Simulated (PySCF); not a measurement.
## How the method changes the constants of NaI

State: ¹Σ⁺ (singlet), closed shell. Set-up: PySCF, scalar-relativistic core potentials, basis sets Na def2-TZVPP, I def2-TZVPP with ECP28. De refers to Na + I in their high-spin ground configurations, without counterpoise correction. A positive dipole means Na(−)I(+).

| Level | Re (Å) | ωe (cm⁻¹) | De (eV) | μ (D) | CPU s a point (SCF and correlation, without the integrals) |
| --- | --- | --- | --- | --- | --- |
| RHF | 2.755 | 251 | 2.42 | -9.74 | 0.37 |
| RHF-MP2 | 2.718 | 254 | 3.34 | n/a | 0.66 |
| RHF-SCS-MP2 | 2.727 | 253 | 3.25 | n/a | n/a |
| RHF-CCSD | 2.726 | 253 | 3.16 | n/a | n/a |
| RHF-CCSD(T) | 2.726 | 253 | 3.22 | n/a | 23 |
| PBE | 2.724 | 250 | 3.21 | -8.55 | 1.1 |
| PBEsol | 2.709 | 252 | 3.36 | -8.60 | 0.74 |
| r²SCAN | 2.723 | 254 | 3.35 | -9.12 | 1.6 |
| B3LYP | 2.722 | 252 | 3.16 | -8.79 | 1.7 |
| PBE0 | 2.714 | 256 | 3.23 | -8.93 | 2.6 |
| B97-3 | 2.723 | 254 | 3.28 | -9.14 | 1.2 |
| M06 | 2.744 | 241 | 3.34 | -9.15 | 2.1 |
| CAM-B3LYP | 2.700 | 260 | 3.19 | -8.95 | 2.9 |

Task: Which functional lies closest to RHF-CCSD(T) in De, which farthest, and by how much do they differ from it?

Result: Closest is PBE0 (-1.2 pm in Re, +1.2 % in ωe, +0.01 eV in De against RHF-CCSD(T) in the same basis), farthest PBEsol (-1.7 pm in Re, -0.4 % in ωe, +0.14 eV in De). CCSD(T) converges more slowly with the basis than the functionals do and binds too weakly in this one, so the order can change at the basis-set limit.

Task: What does a quarter of exact exchange do here, going from PBE to PBE0?

Result: PBE0 less PBE: -1.0 pm in Re, +2.4 % in ωe, +0.02 eV in De. Exact exchange removes part of the self-interaction that spreads semilocal densities, and in most molecules shortens and stiffens the bond and lowers De; here De goes the other way.

Task: What does second-order correlation do here, going from RHF to RHF-MP2?

Result: RHF-MP2 less RHF: -3.7 pm in Re, +1.2 % in ωe, +0.92 eV in De. Correlation nearly always deepens the well. The bond shortens, as in weak, metallic or heavy-atom bonds, where dispersion and the correlation of outer-core electrons pull the atoms together.

Correlated steps freeze 5 core orbitals. Spin–orbit coupling is left out, which matters for elements this heavy, above all for dissociation energies. Where the molecule has an RHF reference, its open-shell atoms are computed with UHF.

The whole job (state search and all levels along the bond) took about 6.8 min on 1 thread of Arm Neoverse V1 (shared host), peak memory 1.6 GiB.
